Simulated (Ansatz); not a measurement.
Geometry optimisation, Ansatz, RKS PBE/def2-SVP.

input.yaml

```yaml
crystal:
  periodic: [false, false, false]
  atoms:
    - { symbol: C, position_ang: [-1.0781, 0.4241, -0.758] }
    - { symbol: B, position_ang: [-0.1462, -0.5909, -0.1106] }
    - { symbol: C, position_ang: [0.9622, -0.1166, 0.8809] }
    - { symbol: Br, position_ang: [2.7993, -0.5931, 0.1778] }
    - { symbol: H, position_ang: [-1.8417, -0.0617, -1.4528] }
    - { symbol: H, position_ang: [-1.6864, 1.0187, 0.0244] }
    - { symbol: H, position_ang: [-0.5143, 1.2025, -1.3604] }
    - { symbol: H, position_ang: [-0.2191, -1.7188, -0.3732] }
    - { symbol: H, position_ang: [0.9572, 0.9992, 1.0762] }
    - { symbol: H, position_ang: [0.8503, -0.6147, 1.8987] }
basis:
  gaussian: { orbitals: def2-SVP }
hamiltonian:
  xc: pbe
relax:
  f_tol: 0.015
  max_steps: 40
```

Run as:

```bash
$ ansatz run input.yaml --threads 2 --pin off --max-ram 3072MiB --backend cpu --events-out ev --progress --plain --runs-dir out
```

Task: Where does it end, and by what steps?

Result: The run converged. After 13 steps the energy has fallen by 0.354 eV; Br4 moved furthest, 0.82 Å. Joined: B2–Br4.

```json
{"step": "0", "energy less start (eV)": "0.0000", "largest force component (eV/Å)": "2.039", "accepted": "yes"}
{"step": "1", "energy less start (eV)": "-0.1820", "largest force component (eV/Å)": "0.654", "accepted": "yes"}
{"step": "2", "energy less start (eV)": "-0.2223", "largest force component (eV/Å)": "0.217", "accepted": "yes"}
{"step": "3", "energy less start (eV)": "-0.2324", "largest force component (eV/Å)": "0.079", "accepted": "yes"}
{"step": "4", "energy less start (eV)": "-0.2577", "largest force component (eV/Å)": "0.202", "accepted": "yes"}
{"step": "5", "energy less start (eV)": "-0.2873", "largest force component (eV/Å)": "0.177", "accepted": "yes"}
{"step": "6", "energy less start (eV)": "-0.3060", "largest force component (eV/Å)": "0.216", "accepted": "yes"}
{"step": "7", "energy less start (eV)": "-0.3140", "largest force component (eV/Å)": "0.171", "accepted": "yes"}
{"step": "8", "energy less start (eV)": "-0.3271", "largest force component (eV/Å)": "0.191", "accepted": "yes"}
{"step": "9", "energy less start (eV)": "-0.3303", "largest force component (eV/Å)": "0.457", "accepted": "yes"}
{"step": "10", "energy less start (eV)": "-0.3482", "largest force component (eV/Å)": "0.125", "accepted": "yes"}
{"step": "11", "energy less start (eV)": "-0.3528", "largest force component (eV/Å)": "0.079", "accepted": "yes"}
{"step": "12", "energy less start (eV)": "-0.3535", "largest force component (eV/Å)": "0.045", "accepted": "yes"}
{"step": "13", "energy less start (eV)": "-0.3539", "largest force component (eV/Å)": "0.010", "accepted": "yes"}
```

```xyz
10
Properties=species:S:1:pos:R:3
C -0.988 0.457 -0.842
B -0.194 -0.546 0.071
C 0.947 -0.076 1.051
Br 2.221 -0.579 -0.407
H -1.247 0.036 -1.834
H -1.965 0.629 -0.329
H -0.513 1.449 -0.976
H -0.497 -1.727 0.106
H 1.100 1.002 1.240
H 1.217 -0.695 1.924
```

Whether the end is a true minimum wasn't checked by a vibrational analysis.

Time of the run: 27 s on 2 threads of Arm Neoverse V2, on a shared host, peak memory 0.14 GiB.
